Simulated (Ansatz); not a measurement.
`C[CH](Cl)[GeH3]` and `Cl[CH]([GeH3])Br` differ in one atom or group.

Ansatz, PBE0-D4/def2-TZVP geometries, multiplicity 1. 

Scalar relativity is left out up to krypton. Spin–orbit coupling is left out; it splits and shifts lone-pair levels of the heavy atoms by tenths of an eV.

```csv
property,`C[CH](Cl)[GeH3]`
LUMO energy (PBE0/def2-TZVPP) / eV,0.34
LUMO energy (B3LYP/def2-TZVPP) / eV,0.08
size of the dipole moment (PBE/def2-TZVPP) / D,1.71
LUMO energy (PBE/def2-TZVPP) / eV,-0.63
HOMO–LUMO gap (ωB97M-V/def2-TZVPP) / eV,12.13
HOMO–LUMO gap (B3LYP/def2-TZVPP) / eV,7.69
```

**Question.** What does the change do to each property? (Best estimate.)

**Answer.** The calculation gave: 
```json
{"property": "LUMO energy (PBE0/def2-TZVPP) / eV", "`Cl[CH]([GeH3])Br`": "-0.87", "shift": "-1.21"}
{"property": "LUMO energy (B3LYP/def2-TZVPP) / eV", "`Cl[CH]([GeH3])Br`": "-1.12", "shift": "-1.20"}
{"property": "size of the dipole moment (PBE/def2-TZVPP) / D", "`Cl[CH]([GeH3])Br`": "1.52", "shift": "-0.19"}
{"property": "LUMO energy (PBE/def2-TZVPP) / eV", "`Cl[CH]([GeH3])Br`": "-1.85", "shift": "-1.22"}
{"property": "HOMO–LUMO gap (ωB97M-V/def2-TZVPP) / eV", "`Cl[CH]([GeH3])Br`": "11.26", "shift": "-0.87"}
{"property": "HOMO–LUMO gap (B3LYP/def2-TZVPP) / eV", "`Cl[CH]([GeH3])Br`": "6.55", "shift": "-1.14"}
```

With PBE0 the HOMO falls by 0.07 eV and the LUMO falls by 1.21 eV, so the gap narrows by about 1.14 eV. PBE moves the HOMO by -0.09 eV and ωB97M-V by -0.05 eV. Dipoles are sizes alone; their direction can turn.

B3LYP here is the variant with VWN-RPA as its local correlation; programs differ in this.
